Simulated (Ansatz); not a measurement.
Cost and result up the ladder for Si₁₁AsH₂₂ (34 atoms). Total charge 0; doublet. Geometry: r2SCAN-D4/def2-SVP.

```xyz
34

Si    2.109   -0.819   -2.619
Si    1.893    0.245    1.693
Si   -0.630    1.341   -4.186
Si   -1.544    2.007    1.793
As   -1.176   -1.077   -0.347
Si   -0.290    0.085    4.830
Si    1.125   -0.147   -4.645
Si   -0.009    0.842    0.448
Si    0.694   -2.186   -1.326
Si    1.243   -1.107    3.505
Si   -2.096    0.162   -2.801
Si   -2.202    0.612    3.567
H     2.523    0.389   -1.837
H     3.343   -1.629   -2.892
H     2.540    1.486    2.230
H     2.889   -0.468    0.832
H    -0.078    2.511   -3.431
H    -1.234    1.856   -5.461
H    -0.897    3.236    2.358
H    -2.719    2.424    0.962
H    -1.062   -1.827    1.020
H     0.356    1.366    5.263
H    -0.653   -0.697    6.054
H     2.168    0.468   -5.529
H     0.581   -1.362   -5.337
H     0.350    1.660   -0.756
H     1.479   -2.829   -0.226
H     0.146   -3.273   -2.199
H     2.447   -1.480    4.314
H     0.607   -2.364    3.003
H    -3.221    0.975   -2.240
H    -2.645   -1.053   -3.481
H    -3.224    1.298    4.421
H    -2.809   -0.643    3.020
```

Ansatz on 2 threads of AMD EPYC 7R13 on a shared host and a share (18 GiB) of an NVIDIA H100 80GB HBM3. Times are rough, and most runs start from the orbitals of an earlier one. PBE0-D4/def2-TZVP serves as the yardstick here, not as an exact answer. Differences are given only for rows in sets of like size (and for xTB, whose basis is part of the method), since another set adds its own error. Binding counts from free atoms at the same level (Si triplet, As quartet, H doublet; other spins of the atoms weren't run), without zero-point energy or a counterpoise term.

HSE06 is defined as in plane-wave codes, on full-range PBE exchange. Correlated methods freeze 64 core orbitals; core or outer-core shells of As are correlated, in sets that lack core-valence functions. The rows differ in basis, and correlated rows in double-zeta sets carry the largest basis error. Single mean-field runs in def2-TZVP are fitted with def2-universal-jkfit.

Correlated methods converge slowly with the basis, most of all in double-zeta sets.

```json
{"level": "LDA (SPW92)/def2-TZVP", "functions": "587", "binding energy per atom (eV)": "3.35", "difference from PBE0-D4/def2-TZVP (eV)": "0.34"}
{"level": "B97M-V/def2-TZVP", "functions": "587", "binding energy per atom (eV)": "3.06", "difference from PBE0-D4/def2-TZVP (eV)": "0.05"}
{"level": "PBE-D4/def2-TZVP (with forces)", "functions": "587", "binding energy per atom (eV)": "3.01", "difference from PBE0-D4/def2-TZVP (eV)": "0.00"}
{"level": "MP2/def2-SVP", "functions": "340", "binding energy per atom (eV)": "2.76", "difference from PBE0-D4/def2-TZVP (eV)": "–"}
{"level": "r2SCAN-D4/def2-TZVP", "functions": "587", "binding energy per atom (eV)": "3.04", "difference from PBE0-D4/def2-TZVP (eV)": "0.03"}
{"level": "PBE0-D4/def2-TZVP (with forces)", "functions": "587", "binding energy per atom (eV)": "3.01", "difference from PBE0-D4/def2-TZVP (eV)": "0.00"}
{"level": "PBE0-D4/def2-SVP", "functions": "340", "binding energy per atom (eV)": "3.00", "difference from PBE0-D4/def2-TZVP (eV)": "–"}
{"level": "PBE-D4/def2-SVP", "functions": "340", "binding energy per atom (eV)": "3.01", "difference from PBE0-D4/def2-TZVP (eV)": "–"}
{"level": "HSE06-D4/def2-TZVP", "functions": "587", "binding energy per atom (eV)": "3.01", "difference from PBE0-D4/def2-TZVP (eV)": "0.00"}
```

Problem. Estimate how long each takes.

Solution. MP2/def2-SVP 7 s; LDA (SPW92)/def2-TZVP 7.5 s; PBE-D4/def2-SVP 7.5 s; PBE0-D4/def2-SVP 9 s; r2SCAN-D4/def2-TZVP 11 s; PBE-D4/def2-TZVP (with forces) 11 s; HSE06-D4/def2-TZVP 12 s; PBE0-D4/def2-TZVP (with forces) 13 s; B97M-V/def2-TZVP 18 s. On shared hardware such times vary by a factor of up to 3.
